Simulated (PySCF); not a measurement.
## Calculated data, CH₄Ge₂O, BClGeH₃O, AlGeH₃NO, ClGe₂H₄O and others

Calculation on a computer-drawn molecule: optimised geometry and harmonic frequencies of an isolated molecule of the commonest isotopes, restricted reference for singlets and unrestricted otherwise, frozen core in MP2; on germanium a core potential holds 10 electrons, which the energies leave out, and 3d is frozen in MP2 and coupled-cluster steps. Program: PySCF 2.14.0.

Common to all runs: basis and core potential on germanium cc-pVDZ-PP ECP10MDF.

```yaml
- entry: 1
  formula: CH4Ge2O
  start_structure:
    atoms_angstrom:
      - [O, 1.1481, -1.3153, 3.4095]
      - [Ge, 1.7014, -1.4228, 1.6879]
      - [C, -0.128, -1.3953, 0.8857]
      - [Ge, -0.3507, -1.3893, -0.9232]
      - [H, 0.2255, -1.2591, 3.7016]
      - [H, -1.0766, -1.3052, 1.4371]
      - [H, 0.7529, -1.4341, -1.9343]
      - [H, -1.7064, -1.3643, -1.6719]
  given:
    charge: 0
    multiplicity: 1
    method: HF
    basis: cc-pVDZ
    drawn_bonds_atom: [1, 2, 3, 1, 3, 4, 4]
    drawn_bonds_other_atom: [2, 3, 4, 5, 6, 7, 8]
    drawn_bonds_order: [1, 1, 2, 1, 1, 1, 1]
  results:
    optimised_atom_element: [O, Ge, C, Ge, H, H, H, H]
    "optimised_atom_x [angstrom]": [1.189, 1.611, -0.1805, -0.3656, 0.2709, -1.098, 0.8313, -1.693]
    "optimised_atom_y [angstrom]": [-1.329, -1.392, -1.352, -1.393, -1.29, -1.304, -1.46, -1.366]
    "optimised_atom_z [angstrom]": [3.393, 1.652, 0.8649, -0.9025, 3.621, 1.45, -1.838, -1.649]
    "modes_frequency [cm^-1]": [82.85, 115.8, 225.8, 300.1, 470.6, 473.0, 567.6, 673.8, 711.2, 811.3, 884.9, 913.7, 955.5, 1142, 2263, 2282, 3286, 4144]
    "modes_reduced_mass [dalton]": [4.35, 8.312, 7.067, 1.191, 1.154, 1.575, 1.105, 2.256, 7.99, 1.092, 1.185, 1.995, 1.122, 1.669, 1.022, 1.018, 1.088, 1.067]
    "rotational_constants [GHz]": [12.86, 0.9702, 0.9022]
    "total_energy [hartree]": -701.7710
    "convergence_status_largest_gradient_component [hartree/bohr]": 2.094e-05
- entry: 2
  formula: BClGeH3O
  start_structure:
    atoms_angstrom:
      - [Cl, 0.0658, 1.9867, 0.7361]
      - [B, 1.059, 0.5947, 1.0751]
      - [O, 1.171, -0.3125, 0.0736]
      - [Ge, 0.2486, 0.0936, -1.5885]
      - [H, 1.541, 0.393, 2.0417]
      - [H, -1.2286, -0.437, -1.1274]
      - [H, 0.9495, -1.0528, -2.4017]
  given:
    charge: 0
    multiplicity: 2
    method: HF
    basis: "cc-pV(D+d)Z"
    drawn_bonds_atom: [1, 2, 3, 2, 4, 4]
    drawn_bonds_other_atom: [2, 3, 4, 5, 6, 7]
    drawn_bonds_order: [1, 1, 1, 1, 1, 1]
  results:
    optimised_atom_element: [Cl, B, O, Ge, H, H, H]
    "optimised_atom_x [angstrom]": [-0.02188, 1.048, 1.117, 0.2707, 1.679, -1.221, 0.9343]
    "optimised_atom_y [angstrom]": [2.074, 0.6252, -0.1497, -0.1031, 0.4068, -0.3436, -1.244]
    "optimised_atom_z [angstrom]": [1.085, 1.059, -0.01127, -1.618, 2.047, -1.357, -2.396]
    "modes_frequency [cm^-1]": [97.96, 105.2, 195.7, 458.3, 572.1, 696.0, 774.6, 795.4, 911.0, 914.3, 1177, 1424, 2194, 2222, 2779]
    "modes_reduced_mass [dalton]": [5.485, 1.231, 2.781, 6.88, 9.53, 1.153, 1.28, 2.897, 1.034, 1.55, 1.195, 9.355, 1.015, 1.027, 1.097]
    "rotational_constants [GHz]": [9.887, 1.573, 1.37]
    "total_energy [hartree]": -854.2593
    spin_squared: 0.7536
    "convergence_status_largest_gradient_component [hartree/bohr]": 1.218e-05
- entry: 3
  formula: AlGeH3NO
  start_structure:
    atoms_angstrom:
      - ["N", -2.6282, 0.2353, 3.1205]
      - [Ge, -1.6519, -0.3956, 1.9337]
      - [Al, 0.3887, 0.9288, 1.1123]
      - [O, 1.6371, 1.8291, 0.6661]
      - [H, -2.417, 1.1388, 3.5165]
      - [H, -1.7841, -1.7114, 1.215]
      - [H, 2.3685, 2.3653, 0.4098]
  given:
    charge: 1
    multiplicity: 1
    method: MP2
    basis: "cc-pV(D+d)Z"
    drawn_bonds_atom: [1, 2, 3, 1, 2, 4]
    drawn_bonds_other_atom: [2, 3, 4, 5, 6, 7]
    drawn_bonds_order: [2, 1, 1, 1, 1, 1]
  results:
    optimised_atom_element: ["N", Ge, Al, O, H, H, H]
    "optimised_atom_x [angstrom]": [-2.691, -1.625, 0.4325, 1.658, -2.447, -1.818, 2.403]
    "optimised_atom_y [angstrom]": [0.2119, -0.3765, 0.8592, 1.862, 1.143, -1.718, 2.408]
    "optimised_atom_z [angstrom]": [3.156, 1.924, 1.033, 0.67, 3.543, 1.238, 0.4086]
    "modes_frequency [cm^-1]": [66.73, 100.8, 165.3, 221.6, 273.4, 282.8, 318.3, 654.5, 724.3, 772.4, 904.4, 1023, 2262, 3446, 3987]
    "modes_reduced_mass [dalton]": [6.941, 7.965, 8.469, 16.91, 1.104, 1.101, 1.329, 1.035, 1.065, 4.077, 1.372, 11.09, 1.021, 1.077, 1.073]
    "rotational_constants [GHz]": [16.51, 1.338, 1.238]
    "total_energy [hartree]": -666.6005
    "convergence_status_largest_gradient_component [hartree/bohr]": 3.346e-06
- entry: 4
  formula: ClGe2H4O
  start_structure:
    atoms_angstrom:
      - [Cl, 1.0465, 3.6255, 1.9374]
      - [Ge, 1.7779, 1.6747, 1.9168]
      - [O, 1.3973, 0.891, 0.4264]
      - [Ge, 1.0049, 0.6993, -1.3035]
      - [H, 3.2702, 1.6961, 2.0455]
      - [H, 1.1079, 0.8838, 2.9783]
      - [H, 0.8736, -0.8993, -1.2352]
      - [H, -0.6125, 1.1775, -1.2127]
  given:
    charge: 0
    multiplicity: 2
    method: HF
    basis: "cc-pV(D+d)Z"
    drawn_bonds_atom: [1, 2, 3, 2, 2, 4, 4]
    drawn_bonds_other_atom: [2, 3, 4, 5, 6, 7, 8]
    drawn_bonds_order: [1, 1, 1, 1, 1, 1, 1]
  results:
    optimised_atom_element: [Cl, Ge, O, Ge, H, H, H, H]
    "optimised_atom_x [angstrom]": [1.061, 1.816, 1.61, 0.8173, 3.296, 0.9704, 0.9488, -0.6539]
    "optimised_atom_y [angstrom]": [3.595, 1.592, 0.6317, 0.7253, 1.733, 1.028, -0.686, 1.129]
    "optimised_atom_z [angstrom]": [1.53, 1.935, 0.4918, -1.107, 2.242, 3.064, -1.699, -0.9041]
    "modes_frequency [cm^-1]": [28.62, 66.16, 88.72, 223.9, 412.8, 462.3, 596.1, 692.2, 717.4, 765.5, 856.0, 909.8, 936.2, 1002, 2163, 2192, 2291, 2301]
    "modes_reduced_mass [dalton]": [3.951, 14.91, 1.128, 16.89, 28.91, 8.266, 1.145, 1.13, 1.068, 1.159, 1.238, 1.058, 1.109, 2.691, 1.016, 1.026, 1.025, 1.015]
    "rotational_constants [GHz]": [3.875, 0.949, 0.7741]
    "total_energy [hartree]": -1123.4998
    spin_squared: 0.7542
    "convergence_status_largest_gradient_component [hartree/bohr]": 1.123e-06
- entry: 5
  formula: B3GeH5
  start_structure:
    atoms_angstrom:
      - [B, -1.3549, 1.4944, 1.5225]
      - [B, -0.0248, 0.8482, 1.877]
      - [B, 1.4598, 0.974, 1.3883]
      - [Ge, -0.1523, -0.408, 3.5183]
      - [H, -2.1244, 1.1901, 0.7125]
      - [H, -1.7191, 2.4999, 2.1368]
      - [H, 2.2018, 1.6918, 1.8276]
      - [H, 1.8661, 0.2909, 0.5023]
      - [H, -0.5188, -1.6206, 2.462]
  given:
    charge: 0
    multiplicity: 1
    method: HF
    basis: cc-pVDZ
    drawn_bonds_atom: [1, 2, 2, 1, 1, 3, 3, 4]
    drawn_bonds_other_atom: [2, 3, 4, 5, 6, 7, 8, 9]
    drawn_bonds_order: [1, 1, 1, 1, 1, 1, 1, 1]
  results:
    optimised_atom_element: [B, B, B, Ge, H, H, H, H, H]
    "optimised_atom_x [angstrom]": [-1.376, -0.02788, 1.471, -0.2133, -2.082, -1.683, 2.229, 1.837, -0.5225]
    "optimised_atom_y [angstrom]": [1.595, 0.7611, 0.9973, -0.6044, 1.176, 2.634, 1.813, 0.353, -1.765]
    "optimised_atom_z [angstrom]": [1.526, 2.017, 1.345, 3.599, 0.6483, 2.048, 1.799, 0.3992, 2.565]
    "modes_frequency [cm^-1]": [146.2, 149.0, 224.9, 319.4, 319.9, 400.3, 419.4, 593.7, 594.4, 800.5, 811.3, 944.7, 1048, 1049, 1254, 1255, 2003, 2655, 2663, 2730, 2733]
    "modes_reduced_mass [dalton]": [3.016, 3.847, 1.883, 1.023, 1.011, 5.671, 1.008, 1.072, 1.254, 3.089, 2.166, 1.449, 3.06, 1.524, 1.2, 1.315, 1.021, 1.054, 1.055, 1.122, 1.122]
    "rotational_constants [GHz]": [7.244, 2.638, 2.04]
    "total_energy [hartree]": -370.2467
    "convergence_status_largest_gradient_component [hartree/bohr]": 3.27e-05
- entry: 6
  formula: BGeH5NO
  start_structure:
    atoms_angstrom:
      - [B, 1.1804, -1.0446, -1.4621]
      - ["N", 0.7222, -0.9112, -0.1419]
      - [Ge, -0.8858, -1.1964, 0.5605]
      - [O, -0.8978, -0.8273, 2.1879]
      - [H, 2.2922, -0.7456, -1.7514]
      - [H, 0.3542, -1.4141, -2.2654]
      - [H, 1.379, -0.5945, 0.5885]
      - [H, -2.1528, -1.6989, -0.1932]
      - [H, -1.6419, -1.0016, 2.9139]
  given:
    charge: 1
    multiplicity: 1
    method: HF
    basis: cc-pVDZ
    drawn_bonds_atom: [1, 2, 3, 1, 1, 2, 3, 4]
    drawn_bonds_other_atom: [2, 3, 4, 5, 6, 7, 8, 9]
    drawn_bonds_order: [1, 1, 1, 1, 1, 1, 1, 1]
  results:
    optimised_atom_element: [B, "N", Ge, O, H, H, H, H, H]
    "optimised_atom_x [angstrom]": [1.105, 0.7751, -0.8112, -0.9327, 2.21, 0.2335, 1.485, -1.969, -1.746]
    "optimised_atom_y [angstrom]": [-1.045, -0.8656, -1.178, -0.8868, -0.8086, -1.427, -0.5448, -1.659, -1.019]
    "optimised_atom_z [angstrom]": [-1.457, -0.05847, 0.594, 2.264, -1.816, -2.18, 0.5814, -0.2317, 2.741]
    "modes_frequency [cm^-1]": [124.3, 173.5, 317.4, 369.2, 427.9, 576.4, 740.2, 760.7, 835.9, 854.9, 924.6, 1035, 1098, 1154, 1335, 1433, 2389, 2724, 2855, 3756, 4083]
    "modes_reduced_mass [dalton]": [3.431, 3.711, 3.645, 1.154, 1.112, 1.173, 1.717, 1.46, 1.084, 4.787, 1.307, 1.51, 1.346, 2.552, 1.197, 1.509, 1.022, 1.055, 1.13, 1.077, 1.069]
    "rotational_constants [GHz]": [18.81, 3.019, 2.602]
    "total_energy [hartree]": -450.0820
    "convergence_status_largest_gradient_component [hartree/bohr]": 1.773e-05
```
